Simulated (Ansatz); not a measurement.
GeSe₂⁺, relaxed as a doublet with UKS PBE0-D4/def2-TZVP in Ansatz, starting from the GFN1-xTB geometry. Force threshold 0.02 eV/Å.

The structure comes from a short search, and lower isomers may exist.

Start:

```xyz
3

Ge   -0.358   -0.463    1.247
Se   -0.930    0.245   -0.936
Se    1.289    0.218   -0.311
```

Q: Estimate the energy that the relaxation releases and the steps that it takes.

A: 4.6 kJ/mol, in 3 steps; 12 s on 4 threads of Arm Neoverse V1 on a shared host. No frequencies were taken in this run, so the end may be a saddle point.

Q: Does the start keep its bonding and symmetry?

A: By distances, no bond broke or formed. The bond that changes most is Ge1–Se2, from 2.36 to 2.43 Å (atoms count from 1). Point group Cs at the start, C2v at the end, both within 0.05 Å.

Q: Predict the relaxed structure.

A: 
```xyz
3

Ge   -0.3713   -0.4804    1.2944
Se   -0.9139    0.2539   -0.9573
Se    1.2851    0.2266   -0.3372
```
Bond lengths: 2 × Ge–Se 2.43 Å; 1 × Se–Se 2.28 Å.
